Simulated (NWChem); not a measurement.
System: C2H5ClOSi; SMILES C1O[Si@@H](C1)Cl

Excerpt of the output:

```
             Northwest Computational Chemistry Package (NWChem) 7.3.0
             --------------------------------------------------------

 C1  symmetry detected

                             Geometry "geometry" -> ""
                             -------------------------

 Output coordinates in angstroms (scale by  1.889725989 to convert to a.u.)

  No.       Tag          Charge          X              Y              Z
 ---- ---------------- ---------- -------------- -------------- --------------
    1 Cl                  17.0000     0.00021278    -1.93628745    -0.28538801
    2 Si                  14.0000     0.02841001    -0.06765265     0.62579980
    3 C                    6.0000    -1.19378595     1.20418791    -0.04417157
    4 C                    6.0000     0.09993127     1.89230984    -0.56325579
    5 O                    8.0000     1.14943527     1.01333958    -0.05027952
    6 H                    1.0000     0.20798632    -0.32396245     2.08998896
    7 H                    1.0000    -1.75459756     1.78884405     0.71058898
    8 H                    1.0000    -1.88936109     0.85558413    -0.83046217
    9 H                    1.0000     0.15610627     1.94042058    -1.67227718
   10 H                    1.0000     0.24615442     2.91743437    -0.16063925

 Effective nuclear repulsion energy (a.u.)     288.3454074458

  pbe96 is a nonlocal functional; adding pw91lda local functional.

                                 NWChem DFT Module
                                 -----------------

 Summary of "ao basis" -> "ao basis" (spherical)
 ------------------------------------------------------------------------------
       Tag                 Description            Shells   Functions and Types
 ---------------- ------------------------------  ------  ---------------------
 Cl                         def2-svp                 8       18   4s3p1d
 Si                         def2-svp                 8       18   4s3p1d
 C                          def2-svp                 6       14   3s2p1d
 O                          def2-svp                 6       14   3s2p1d
 H                          def2-svp                 3        5   2s1p

            General Information
            -------------------
          SCF calculation type: DFT
          Wavefunction type:  closed shell.
          No. of atoms     :    10
          No. of electrons :    56
           Alpha electrons :    28
            Beta electrons :    28
          Charge           :     0
          Spin multiplicity:     1
          Use of symmetry is: off; symmetry adaption is: off
          Maximum number of iterations: 150
          AO basis - number of functions:   103
                     number of shells:    49
          Convergence on energy requested:  1.00D-06
          Convergence on density requested:  1.00D-05
          Convergence on gradient requested:  5.00D-04

              XC Information
              --------------
          PerdewBurkeErnzerhof Exchange Functional  1.000
            Perdew 1991 LDA Correlation Functional  1.000 local
           PerdewBurkeErnz. Correlation Functional  1.000 non-local

             Grid Information
             ----------------
          Grid used for XC integration:  medium
          Radial quadrature: Mura-Knowles
          Angular quadrature: Lebedev.
          Tag              B.-S. Rad. Rad. Pts. Rad. Cut. Ang. Pts.
          ---              ---------- --------- --------- ---------
          Cl                  1.00       88          12.0       590
          Si                  1.10       88          10.0       590
          C                   0.70       49          10.0       434
          O                   0.60       49           9.0       434
          H                   0.35       45          11.0       434
          Grid pruning is: on
          Number of quadrature shells:   548
          Spatial weights used:  Erf1

      Superposition of Atomic Density Guess
      -------------------------------------

 Sum of atomic energies:        -900.49923350

      Non-variational initial energy
      ------------------------------

 Total energy =    -902.784861
 1-e energy   =   -1815.919768
 2-e energy   =     624.789499
 HOMO         =      -0.335723
 LUMO         =       0.056462

     ---------------------------------------------
      Total Density - Mulliken Population Analysis
     ---------------------------------------------

    Atom       Charge   Shell Charges
 -----------   ------   -------------------------------------------------------
    1 Cl  17    17.41   2.00  1.99  1.22  0.72  5.94  2.16  3.36  0.01
    2 Si  14    12.82   2.00  1.99  0.93  0.19  5.93  0.89  0.63  0.27
    3 C    6     6.53   1.99  0.98  0.31  2.07  1.17  0.02
    4 C    6     5.73   1.99  0.93  0.20  1.74  0.81  0.05
    5 O    8     8.86   1.99  1.11  0.73  3.04  1.98  0.01
    6 H    1     1.08   0.69  0.38  0.01
    7 H    1     0.86   0.65  0.19  0.03
    8 H    1     0.87   0.65  0.19  0.03
    9 H    1     0.92   0.69  0.21  0.02
   10 H    1     0.92   0.69  0.21  0.02

   convergence    iter        energy       DeltaE   RMS-Dens  Diis-err
 ---------------- ----- ----------------- --------- --------- ---------
 d= 0,ls=0.0,diis     1   -903.2240807362 -1.19D+03  1.97D-02  8.62D-01
 d= 0,ls=0.0,diis     2   -902.9790689628  2.45D-01  1.38D-02  3.19D+00
 d= 0,ls=0.0,diis     3   -903.3095122720 -3.30D-01  3.65D-03  1.28D-01
 d= 0,ls=0.0,diis     4   -903.3170752308 -7.56D-03  1.89D-03  3.85D-02
 d= 0,ls=0.0,diis     5   -903.3223089431 -5.23D-03  3.01D-04  5.96D-04
  Resetting Diis
 d= 0,ls=0.0,diis     6   -903.3223901082 -8.12D-05  6.92D-05  2.95D-05
 d= 0,ls=0.0,diis     7   -903.3223938202 -3.71D-06  3.90D-05  3.20D-06
 d= 0,ls=0.0,diis     8   -903.3223931345  6.86D-07  2.29D-05  8.81D-06
 d= 0,ls=0.0,diis     9   -903.3223942497 -1.12D-06  4.40D-06  3.18D-07
 d= 0,ls=0.0,diis    10   -903.3223942816 -3.19D-08  1.28D-06  2.17D-08

[...]
```

Level: PBE/def2-SVP. All runs use the structure optimised with PBE-D3(BJ)/def2-SVP.

**Question.** Write an input that gives this output.

**Answer.** Several could match; the one computed here: the input that was run:
```
start job
memory heap 200 mb stack 900 mb global 1100 mb
geometry units angstroms noautoz
  Cl    -0.016009    -1.887128    -0.381783
  Si    -0.028661    -0.062376     0.614698
  C     -1.146118     1.274384    -0.109571
  C      0.209552     1.945224    -0.468454
  O      1.180734     1.012959     0.101528
  H      0.000161    -0.388579     2.075709
  H     -1.762720     1.841810     0.614187
  H     -1.770258     0.982200    -0.974834
  H      0.375144     2.040651    -1.563384
  H      0.342206     2.946611    -0.005865
end
basis spherical
  Cl library def2-svp
  Si library def2-svp
  C library def2-svp
  O library def2-svp
  H library def2-svp
end
dft
  xc xpbe96 cpbe96
  iterations 150
  mulliken
end
task dft energy
```
